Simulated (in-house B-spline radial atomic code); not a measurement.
## Sr+: [Kr] 5s1

Level of theory: Dirac-Kohn-Sham PW91, spherical fractional occupations, Fermi nucleus of rms radius 4.224 fm; calculated with a B-spline radial code for spherical atoms.

Z_r = [3n² - l(l+1)]/(2<r>); Z_e = n√(-2ε); the last column is Slater's effective charge. Values are occupation-weighted means over j. An effective charge above Z reflects the relativistic contraction of the inner shells.

| shell | electrons | ε (eV) | <r> (bohr) | Z_r | Z_e | Slater |
| --- | --- | --- | --- | --- | --- | --- |
| 1s | 2 | -15940 | 0.03916 | 38.30 | 34.23 | 37.70 |
| 2s | 2 | -2163.6 | 0.1722 | 34.85 | 25.22 | 33.85 |
| 2p | 6 | -1924.2 | 0.1502 | 33.28 | 23.78 | 33.85 |
| 3s | 2 | -340.04 | 0.4919 | 27.44 | 15.00 | 26.75 |
| 3p | 6 | -262.67 | 0.4983 | 25.08 | 13.18 | 26.75 |
| 3d | 10 | -134.48 | 0.4983 | 21.07 | 9.43 | 16.85 |
| 4s | 2 | -47.287 | 1.355 | 17.71 | 7.46 | 10.25 |
| 4p | 6 | -29.182 | 1.56 | 14.74 | 5.86 | 10.25 |
| 5s | 1 | -8.3681 | 3.897 | 9.62 | 3.92 | 3.20 |

The least bound orbital is 5s1/2 at -8.368 eV, and it is also the most diffuse (<r> = 3.897 bohr).

Spin-orbit splittings of the orbital energies (j = l + 1/2 above j = l - 1/2 when positive): 2p 68.45 eV, 3p 10.5 eV, 3d 1.832 eV, 4p 1.173 eV.

For the 1s electron the small component carries 1.91 % of the norm, the zero-frequency Breit interaction raises the level by 28.09 eV, self-energy by 15.07 eV, and vacuum polarisation lowers it by 1.624 eV.
